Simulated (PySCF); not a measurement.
# A series of derivatives of C=C([SiH2]N)C(C)=O

Parent skeleton `[CH2:1]=[C:2]([SiH2:3][NH2:4])[C:5]([CH3:6])=[O:7]`; one hydrogen on atom 6 is replaced by X. Hydrogens on one atom are averaged.

All values are calculated (PySCF 2.14.0 with density-fitted response routines): shielding tensors at PBE0/pcSseg-1 (GIAO), geometry: GFN2-xTB. Non-relativistic Hamiltonian, gas phase, averaged over atoms made equivalent by symmetry, fast rotation or ring inversion, single conformer.

Chemical shifts δ = σref − σ; $^{13}$C and $^{29}$Si and $^{1}$H against TMS; $^{15}$N against NH3; $^{17}$O against H2O, all at this level.

Parent (X = H): C1 144.7, C2 158.3, Si3 -47.8, N4 5.3, C5 208.4, C6 27.1, O7 677.3, H(C1) 6.76, H(Si3) 5.04 ppm. Effects are Δδ = δ(X) − δ(H), positive for deshielding.

Known members:
```json
{"X": "propynyl", "C1": "+0.5", "C2": "-2.9", "Si3": "+2.9", "N4": "-0.2", "C5": "-0.6", "C6": "+6.1", "O7": "-16.1", "H(C1)": "+0.10", "H(Si3)": "-0.02"}
{"X": "CH3", "C1": "-0.4", "C2": "+0.8", "Si3": "+12.4", "N4": "+5.7", "C5": "+3.4", "C6": "+6.2", "O7": "-19.5", "H(C1)": "+0.05", "H(Si3)": "-0.13"}
{"X": "OSiH3", "C1": "-3.8", "C2": "+4.4", "Si3": "+4.7", "N4": "+8.2", "C5": "+6.0", "C6": "+46.6", "O7": "-27.1", "H(C1)": "-0.29", "H(Si3)": "-0.13"}
{"X": "CHO", "C1": "+4.7", "C2": "+0.5", "Si3": "+1.7", "N4": "-0.7", "C5": "-8.3", "C6": "+38.3", "O7": "-6.9", "H(C1)": "+0.41", "H(Si3)": "+0.01"}
{"X": "vinyl", "C1": "+4.1", "C2": "-2.1", "Si3": "-0.6", "N4": "-1.0", "C5": "-0.1", "C6": "+24.9", "O7": "-3.2", "H(C1)": "+0.23", "H(Si3)": "-0.02"}
```

Four more derivatives gave (Δδ, ppm):
```tsv
compound	C1	C2	Si3	N4	C5	C6	O7	H(C1)	H(Si3)
1	+1.5	+0.1	+0.2	+0.1	+9.1	+9.7	-62.1	+0.14	+0.03
2	+0.3	+0.7	+12.3	+5.8	+3.4	+16.8	-19.7	+0.10	-0.13
3	+2.1	+1.1	+7.8	+1.3	+5.9	+29.4	-60.6	+0.15	+0.10
4	+1.9	+2.4	+0.6	+8.2	-0.1	+54.7	-43.8	-0.24	-0.38
```

Their substituents are CH2NH2, CH2SiH3, CONH2, OCH3. Which is which?

Results:

1: X = CH2SiH3 (C=C([SiH2]N)C(=O)CC[SiH3]); 2: X = CH2NH2 (C=C([SiH2]N)C(=O)CCN); 3: X = CONH2 (C=C([SiH2]N)C(=O)CC(N)=O); 4: X = OCH3 (C=C([SiH2]N)C(=O)COC).

Unscaled 17O shifts of doubly bonded oxygen tend to come out too high, by tens of ppm or more. Experimental scales use liquid or dissolved standards, which lie at an offset from isolated NH3 (liquid NH3: subtract about 20 ppm) and H2O (liquid H2O: subtract about 36 ppm).
